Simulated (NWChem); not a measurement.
System: BHICl; SMILES ClBI

```xyz
4

B     -0.7787    -1.0339     0.0000
Cl     0.2245    -2.4589     0.0000
H     -1.9823    -1.1414     0.0000
I      0.0541     0.9252     0.0000
```
Atoms are numbered in this order, from 1.

Level: PBE-D3(BJ)/def2-SVP with def2 effective core potentials on I (NWChem), optimised geometry, unscaled harmonic frequencies. def2 effective core potentials on I; no spin-orbit coupling.

Question: List the harmonic frequencies with IR intensities, and the thermochemistry.

Answer: 
```csv
frequency (cm⁻¹),IR intensity (km/mol)
199,0.0
556,28.3
690,2.3
848,150.3
1006,226.2
2620,68.9
```

```
Quantity                                                                           Result
-----------------------------------------------------------------------  ----------------
zero-point energy                                                            8.5 kcal/mol
thermal correction to the enthalpy at 298.15 K (with zero-point energy)     11.4 kcal/mol
heat capacity Cv                                                         10.7 cal/(mol K)
entropy at 298.15 K and 1 atm (symmetry number 1)                        70.3 cal/(mol K)
```

Rigid rotor and harmonic oscillator.
